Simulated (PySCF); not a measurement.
Input of a response calculation (the driver script's job line, then coordinates in Å):

```
{"job": {"kind": "uv", "xc": "B3LYP", "basis": "def2-SVPD", "ip": true}, "charge": 0, "multiplicity": 1}
C     -0.065997     1.958791     0.137750
Si    -0.209365     0.086919     0.085301
C     -1.574730    -0.488115    -1.068744
C     -0.377620    -0.655931     1.802381
Si     1.796625    -0.725627    -0.783069
Cl     3.391580    -0.229857     0.439317
Cl     2.192658     0.037059    -2.665270
Cl     1.750957    -2.788411    -0.943502
H      0.807506     2.264977     0.733605
H     -0.965269     2.406663     0.590234
H      0.050192     2.370315    -0.876537
H     -1.416005    -0.099393    -2.086272
H     -1.600001    -1.587357    -1.122802
H     -2.558027    -0.138322    -0.715517
H     -1.335012    -0.363536     2.262736
H      0.438592    -0.312541     2.456262
H     -0.339664    -1.755198     1.756853
```

Computed with TDDFT B3LYP/def2-SVPD, vertical, gas phase, core orbitals frozen in the response (PySCF 2.14.0, density-fitted response routines). Job line and output are in the format of a driver script around the code.

(1) What does the script print for it, SCF cycles aside?

Results:

(1) 
```
converged SCF energy = -2078.9302833695

Static polarisability (au): isotropic 131.628, principal 128.969 129.000 136.914

Singlet excitations
state   eV       nm        f      main configurations
  1   6.4508    192.2   0.13422   H->L 0.97
  2   6.5957    188.0   0.05761   H->L+1 0.95
  3   6.6005    187.8   0.05745   H->L+2 0.95
  4   7.0833    175.0   0.00728   H->L+3 0.98
  5   7.1916    172.4   0.00001   H-1->L 0.96
  6   7.4205    167.1   0.00528   H-1->L+1 0.76, H-4->L 0.12
  7   7.4244    167.0   0.00464   H-1->L+2 0.74, H-5->L 0.13
  8   7.5636    163.9   0.00555   H-3->L+1 0.39, H-2->L+2 0.31, H-2->L+1 0.09
  9   7.5647    163.9   0.01983   H-2->L 0.36, H-2->L+2 0.20, H-1->L+2 0.13
 10   7.5709    163.8   0.01767   H-3->L 0.30, H-3->L+1 0.27, H-1->L+1 0.11

Triplet excitations (Tamm-Dancoff, eV): 5.7993 5.8064 6.0056 6.8298
Vertical ionisation energy (delta-SCF) = 9.6302 eV
```

Isolated species at its PBE0-D3(BJ)/def2-SVP geometry, gas phase.

H and L stand for HOMO and LUMO.

The vertical ionisation energy (ΔSCF) is 9.63 eV, 2.06 eV above S10.

The values belong to the conformer `[CH3:1][Si:2]([CH3:3])([CH3:4])[Si:5]([Cl:6])([Cl:7])[Cl:8]`: C1–Si2–Si5–Cl6 62°.
